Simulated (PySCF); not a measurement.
Question: What does the PBE0-D3(BJ)/def2-SVP structure of InChI=1S/C4H4FNSi/c5-4-1-3(2-6)7-4/h1,4H,7H2/t4-/m1/s1 look like in three dimensions?

Answer: 
```
atom  x, y, z in Å
N1     3.3790   -0.6921    0.5717
C2     2.2633   -0.4304    0.3865
C3     0.8914   -0.1680    0.1548
C4     0.2472    1.0250    0.1272
C5    -1.1694    0.7511   -0.3063
F6    -2.1218    1.2676    0.5331
Si7   -0.7011   -1.1187   -0.1681
H8     0.6608    2.0170    0.3526
H9    -1.3647    1.1234   -1.3289
H10   -0.7806   -2.0024   -1.3678
H11   -1.2661   -1.7984    1.0290
```

Orientation and origin are arbitrary. Atoms count from 1 in this order. The C–Si distances run from 1.883 Å (C3–Si7, drawn single) to 1.932 Å (C5–Si7, drawn single), a spread of 0.049 Å. The C–C distances run from 1.356 Å (C3=C4, drawn double) to 1.507 Å (C4–C5, drawn single), a spread of 0.151 Å. The 4-membered ring C3–C4–C5–Si7 has internal angles of 74.3° to 107.0° (sum 359°, against 360° for a flat polygon); it is slightly puckered (a soft mode that the optimisation may not have finished), 0.04 Å rms from its mean plane, widest ring torsion 7°. Si7 (SiH2 silicon) has angles from 74.3° to 120.2°.

Bonds between heavy atoms (Å): N1≡C2 1.161, C2–C3 1.416, C3=C4 1.356, C4–C5 1.507, C5–F6 1.371, C5–Si7 1.932, C3–Si7 1.883.

Level of theory: PBE0-D3(BJ)/def2-SVP geometry optimisation, gas phase (PySCF).

Point group: C1 (no symmetry element, even within 0.4 Å). Stationary, but not proved a minimum.
